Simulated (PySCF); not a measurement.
CH2Cl (SMILES [CH2-]Cl), charge -1, singlet, geometry from GFN2-xTB (in this run its highest filled SCF level lies above zero, so its values depend strongly on the basis, on diffuse functions most of all). Base run: PySCF with HF/STO-3G.

The PySCF input:
```python
from pyscf import gto, scf

mol = gto.Mole()
mol.atom = '''
    C     0.003763    0.162179   -1.249589
    Cl   -0.001562    0.000183    0.619069
    H     0.884064   -0.491403   -1.511094
    H    -0.880087   -0.484781   -1.515547
'''
mol.basis = 'sto-3g'
mol.charge = -1
mol.spin = 0
mol.verbose = 4
mol.build()

mf = scf.RHF(mol)
mf.kernel()
mo_i, mo_e, stable_i, stable_e = mf.stability(internal=True, external=True, return_status=True, nroots=6, tol=1e-6)
print('internally stable:', stable_i, ' externally stable:', stable_e)
if not stable_e:
    umf = mf.to_uhf() if not hasattr(mf, 'xc') else mf.to_uks()
    umf.scf_summary = {}
    umf.kernel(umf.make_rdm1(mo_e, umf.mo_occ))
```

The bond that is stretched is that between atoms 3 and 1. A test that says stable can miss a lower solution.

The base run was repeated with changes; each row names its change, and settings that it needs were set with it.

```csv
change,ΔE vs base (eV),<S^2>,E after following the instability (Eh),<S^2> there,HOMO-LUMO gap (eV),stability test says
base,0.00,0.000,-,-,18.04,stable
bond × 1.25,1.10,0.000,-,-,17.85,stable
bond × 1.5,2.89,0.000,-492.82531,0.35,15.74,external instability
bond × 1.8,4.90,0.000,-492.79574,0.79,12.47,external instability
bond × 2.2,6.83,0.000,-492.78216,0.96,8.85,external instability
bond × 3.0,8.60,0.000,-492.59590,0.57,4.97,external instability
```

Where a bond breaks into two radicals, a solution with restricted orbitals usually stops being the lowest and lies too high; an unrestricted one lies lower at the price of spin contamination, which <S^2> shows.
